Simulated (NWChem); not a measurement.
System: CH2Cl2O2Si; SMILES Cl[Si]1(Cl)OCO1

Here is an NWChem input.

```
start job
memory heap 200 mb stack 900 mb global 1100 mb
geometry units angstroms noautoz
  Cl     1.638095    -1.191694     0.000000
  Si     0.000208     0.005312     0.000000
  Cl    -1.649636    -1.175246     0.000000
  O      0.006287     1.260712    -1.103278
  C      0.010462     2.164869     0.000000
  O      0.006287     1.260712     1.103278
  H      0.921687     2.786776     0.000000
  H     -0.894972     2.795175     0.000000
end
basis spherical
  * library def2-svp
end
dft
  xc b3lyp
  iterations 150
end
tddft
  nroots 6
  notriplet
end
task tddft energy
```

Output (shortened):

```
             Northwest Computational Chemistry Package (NWChem) 7.3.0
             --------------------------------------------------------

 C2V symmetry detected

                             Geometry "geometry" -> ""
                             -------------------------

 Output coordinates in angstroms (scale by  1.889725989 to convert to a.u.)

  No.       Tag          Charge          X              Y              Z
 ---- ---------------- ---------- -------------- -------------- --------------
    1 Cl                  17.0000     0.00000000     1.64388548    -1.16374687
    2 Si                  14.0000     0.00000000     0.00000000     0.02504971
    3 Cl                  17.0000     0.00000000    -1.64388548    -1.16374687
    4 O                    8.0000    -1.10327800     0.00000000     1.28046413
    5 C                    6.0000     0.00000000     0.00000000     2.18463067
    6 O                    8.0000     1.10327800     0.00000000     1.28046413
    7 H                    1.0000     0.00000000     0.90833911     2.81074380
    8 H                    1.0000     0.00000000    -0.90833911     2.81074380

 Effective nuclear repulsion energy (a.u.)     461.0607172249

      Symmetry information
      --------------------

 Group name             C2v
 Group number             16
 Group order               4
 No. of unique centers     5

                                 NWChem DFT Module
                                 -----------------

 Summary of "ao basis" -> "ao basis" (spherical)
 ------------------------------------------------------------------------------
       Tag                 Description            Shells   Functions and Types
 ---------------- ------------------------------  ------  ---------------------
 Cl                         def2-svp                 8       18   4s3p1d
 Si                         def2-svp                 8       18   4s3p1d
 O                          def2-svp                 6       14   3s2p1d
 C                          def2-svp                 6       14   3s2p1d
 H                          def2-svp                 3        5   2s1p

      Symmetry analysis of basis
      --------------------------

        a1         43
        a2         12
        b1         23
        b2         28

[...]

                                NWChem TDDFT Module
                                -------------------

            General Information
            -------------------
           No. of orbitals :     212
            Alpha orbitals :     106
             Beta orbitals :     106
        Alpha frozen cores :       0
         Beta frozen cores :       0
     Alpha frozen virtuals :       0
      Beta frozen virtuals :       0
         Spin multiplicity :       1
    Number of AO functions :     106
        Use of symmetry is : off
      Symmetry adaption is : on
         Schwarz screening :  0.10D-07

              XC Information
              --------------
                  B3LYP Method XC Potential
              Hartree-Fock (Exact) Exchange   0.20
                 Slater Exchange Functional   0.80 local
             Becke 1988 Exchange Functional   0.72 non-local
       Lee-Yang-Parr Correlation Functional   0.81
           VWN I RPA Correlation Functional   0.19 local

             TDDFT Information
             -----------------
          Calculation type : TDDFT
         Wavefunction type : Restricted singlets
          No. of electrons :      72
           Alpha electrons :      36
            Beta electrons :      36
              No. of roots :       6
          Max subspacesize :    5200
            Max iterations :     100
               Target root :       1
           Target symmetry : none
      Symmetry restriction : off
                 Algorithm : Optimal
        Davidson threshold :  0.10D-03

    6 smallest eigenvalue differences (eV)
--------------------------------------------------------
  No. Spin  Occ  Vir  Irrep   E(Occ)    E(Vir)   E(Diff)
--------------------------------------------------------
    1    1   36   37 b2       -0.306     0.002     8.368
    2    1   36   38 a2       -0.306     0.007     8.513
    3    1   35   37 a2       -0.330     0.002     9.016
    4    1   35   38 b2       -0.330     0.007     9.161
    5    1   34   37 b1       -0.341     0.002     9.340
    6    1   33   37 b2       -0.342     0.002     9.359
--------------------------------------------------------

  Entering Davidson iterations
  Restricted singlet excited states

  Iter   NTrls   NConv    DeltaV     DeltaE      Time
  ----  ------  ------  ---------  ---------  ---------
    1      6       0     0.20E+00   0.10+100        7.6
    2     18       0     0.61E-01   0.21E-01       11.1
    3     30       0     0.13E-01   0.11E-02       11.1
    4     42       0     0.46E-02   0.11E-03       11.1
    5     54       0     0.15E-01   0.15E-03       11.2
    6     66       0     0.39E-02   0.27E-03       11.1
    7     78       2     0.11E-02   0.10E-04       11.2
    8     86       4     0.42E-03   0.54E-06        8.8
    9     90       5     0.18E-03   0.46E-07        6.5
   10     92       6     0.70E-04   0.69E-08        5.3
  ----  ------  ------  ---------  ---------  ---------
  Convergence criterion met

  Ground state a1      -1399.309209342845 a.u.

  ----------------------------------------------------------------------------
  Root   1 singlet b2             0.266479546 a.u.                7.2513 eV
  ----------------------------------------------------------------------------
     Transition Moments    X -0.00000   Y  0.22664   Z -0.00000
     Dipole Oscillator Strength                    0.0091256165
     Electric Quadrupole                           0.0000000004
     Magnetic Dipole                               0.0000000504
     Total Oscillator Strength                     0.0091256673

[...]
```

Level: B3LYP/def2-SVP, full TDDFT. Geometry: optimised at PBE0/def2-SVP.
